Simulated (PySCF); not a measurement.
MgBrI, SMILES [Br][Mg][I].

Geometry optimised at PBE0-D3(BJ)/def2-TZVP. The def2 effective core potentials stand for the cores of I; spin–orbit coupling is left out.

Computed with PySCF with ωB97X/def2-TZVPD.

Isolated molecule, no solvent.

Computed frontier levels, gap, dipole moment and polarisability:
```yaml
highest_occupied_level: -10.06 eV
lowest_empty_level: -0.20 eV
orbital_gap: 9.86 eV
dipole_moment: 0.080 e·Å
quadrupole, principal values (traceless, Buckingham form, about the centre of nuclear charge): -13.81, 6.90, 6.90 D·Å
mean_static_polarisability: 81.8 bohr³ (12.13 Å³)
polarisability_principal_values: 70.5, 70.5, 104.4 bohr³
```
